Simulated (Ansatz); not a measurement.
Consider the ligand exchange at a B–N bond: `NB[SeH]` + HCl → `ClB[SeH]` + NH₃.

Calculated with Ansatz (gas phase, PBE0-D4/def2-TZVP geometries, no zero-point term in ΔE). CBS: MP2 limit from def2 TZ/QZ plus the TZ coupled-cluster correction, frozen cores. This one scheme is used for every species. Functionals use def2-TZVPP. For Se outer-core shells are correlated without core-valence functions, which leaves a few kJ/mol of doubt a bond. Scalar relativity is left out up to krypton. One conformer a species, not always the lowest.

`NB[SeH]`:

Cartesian coordinates in Å:
```
N -0.755 -0.945 0.134
B -0.125 0.285 -0.010
Se 1.821 0.381 -0.187
H -1.753 -1.021 0.227
H -0.279 -1.830 0.156
H -0.766 1.290 -0.026
H 1.857 1.841 -0.295
```

HCl:

Z-matrix (Å, degrees):
```
Cl
H 1 1.279
```

`ClB[SeH]`:

Cartesian coordinates in Å:
```
Cl -0.636 0.739 -1.946
B -0.099 0.413 -0.321
Se 0.058 -1.407 0.256
H 0.161 1.319 0.403
H 0.516 -1.064 1.608
```

NH₃:

Cartesian coordinates in Å:
```
N 0.213 -0.176 -0.056
H 0.532 0.667 0.406
H -0.268 0.112 -0.899
H -0.477 -0.603 0.549
```

```json
{"level": "ωB97X-V", "ΔE (eV)": "0.35"}
{"level": "r2SCAN", "ΔE (eV)": "0.31"}
```

**Question.** What does CCSD(T)/CBS give? (An estimate is asked.)

**Answer.** Ansatz gave: +0.31 eV. The listed levels differ from it by 0.04, 0.00 eV.

**Question.** What do rigid-rotor, harmonic-oscillator terms from PBE0-D4/def2-TZVP frequencies (298.15 K, 1 bar) make of the CCSD(T)/CBS value? (An estimate is asked.)

**Answer.** Computed: ΔZPE = +0.04 eV, ΔH = +0.36 eV, ΔS = 8 J/(mol·K), ΔG = +0.33 eV.

Largest T1 diagnostic among the species: 0.012.

At CCSD(T), def2-SVP lies +0.07 eV from the extrapolated value and def2-TZVPP +0.02 eV. From BLYP to BHLYP (50 % exact exchange), in def2-TZVPP and without D4, ΔE moves by +0.06 eV.
